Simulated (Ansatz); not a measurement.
What each rung costs, and what it gives

Saddle point of BH$_{3}$SOF$_{2}$, closed shell (BHSF₂ ([F][B]([F])[SH]) + H₂O → BHOF₂ ([OH][B]([F])[F]) + H₂S; bonds formed: S2–H5; dative contacts that become bonds: B1–O6; bonds broken: B1–S2, H5–O6), PBE0-D4/def2-TZVP structure:

```tsv
atom	x (Å)	y (Å)	z (Å)
B1	-0.5819	0.3435	-0.1861
S2	1.4862	0.4686	-0.5554
F3	-1.2370	-0.0826	-1.2724
F4	-0.9973	1.4917	0.3853
H5	0.8476	-0.4978	0.5534
O6	-0.3632	-0.7499	0.8397
H7	1.4847	-0.4995	-1.4866
H8	-0.6391	-0.4740	1.7222
```

Barriers are electronic and count from the start structure reached by relaxing down the imaginary mode.

Ansatz 0.2.0; basis: as named in each row; cores frozen in the correlated methods. B3LYP uses VWN-RPA correlation. Extrapolation: Hartree–Fock as exp(−7.88 √X), correlation as X^−2.97.

Times are rough, for one single point on 4 threads of a shared host (Arm Neoverse V1).

The estimate by CCSD(T) at an estimated basis limit (MP2 extrapolated from triple and quadruple zeta, plus CCSD(T) − MP2 in triple zeta) is 0.700 eV.

| method | basis | time (s) | barrier (eV) | method less estimate |
| --- | --- | --- | --- | --- |
| HF | STO-3G | under 1 | 1.051 | 0.351 |
| PBE-D4 | STO-3G | under 1 | -0.259 | -0.959 |
| SPW92 | def2-SVP | under 1 | 0.152 | -0.548 |
| B3LYP-D4 | 6-31G | under 1 | 0.742 | 0.042 |
| PBE-D4 | def2-SVP | under 1 | 0.334 | -0.367 |
| PBE0-D4 | def2-SVP | under 1 | 0.498 | -0.202 |
| SPW92 | def2-TZVPP | under 1 | 0.251 | -0.450 |
| PBE-D4 | def2-TZVPP | 1 | 0.414 | -0.287 |
| BLYP-D4 | def2-TZVPP | 1 | 0.505 | -0.195 |
| PBE0-D4 | def2-TZVPP | 2 | 0.550 | -0.150 |
| B3LYP-D4 | def2-TZVPP | 2 | 0.607 | -0.094 |
| BHLYP-D4 | def2-TZVPP | 2 | 0.776 | 0.076 |
| CAM-B3LYP-D4 | def2-TZVPP | 2 | 0.646 | -0.054 |
| CCSD(T) | def2-SVP | 2 | 0.695 | -0.005 |
| r2SCAN-D4 | def2-TZVPP | 3 | 0.502 | -0.198 |
| r2SCAN0-D4 | def2-TZVPP | 3 | 0.601 | -0.100 |
| wB97M-V | def2-SVP | 3 | 0.599 | -0.101 |
| RPA on PBE | def2-TZVPP | 3 | 0.652 | -0.048 |
| B2PLYP | def2-TZVPP | 3 | 0.647 | -0.053 |
| PBE-QIDH | def2-TZVPP | 4 | 0.646 | -0.055 |
| wB97X-V | def2-TZVPP | 5 | 0.679 | -0.021 |
| wB97M-V | def2-TZVPP | 6 | 0.667 | -0.033 |
| B97M-V | def2-TZVPP | 6 | 0.657 | -0.044 |
| MP2 | def2-QZVPP | 12 | 0.642 | -0.058 |
| CCSD(T) | def2-TZVPP | 71 | 0.696 | -0.004 |

All methods are single points on the PBE0-D4 structures; a negative value means that the method puts the saddle structure below the start.

The T1 diagnostic stays at or below 0.013.

Labels in which every atom is bracketed show which atoms are joined, not bond orders.
